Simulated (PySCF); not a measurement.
Working out the excitation energy of Cl⁺

Cl⁺ [Ne] 3s2 3p4 (3P) → Cl⁺ [Ne] 3s1 3p5 (3P). All numbers are calculated (PySCF 2.14, no relativity, point nucleus, in aug-cc-pwCVDZ). Frozen: nothing. Energies in hartree (1 hartree = 27.21139 eV):

| part | Cl⁺ (lower) | Cl⁺ (upper) |
| --- | --- | --- |
| UHF | -459.038793 | -458.513964 |
| MP2 opposite-spin | -0.178513 | -0.225539 |
| MP2 same-spin | -0.071494 | -0.075639 |

Question: What does Hartree-Fock give?

Answer: (-458.513964) − (-459.038793) = 0.524829 hartree = 14.281 eV.

Question: What do MP2 and SCS-MP2 (6/5 opposite-spin, 1/3 same-spin) give?

Answer: The opposite-spin parts differ by -1.280 eV and the same-spin parts by -0.113 eV. MP2: 14.281 + (-1.280) + (-0.113) = 12.888 eV. SCS-MP2: 14.281 + 1.2 × (-1.280) + (-0.113)/3 = 12.707 eV.

Measured between the centres of the two terms (NIST): 11.573 eV, so MP2 (all electrons) is off by 1.315 eV.

A double-zeta basis recovers only part of the correlation energy.

What remains against the reference includes basis incompleteness and correlation beyond second order.
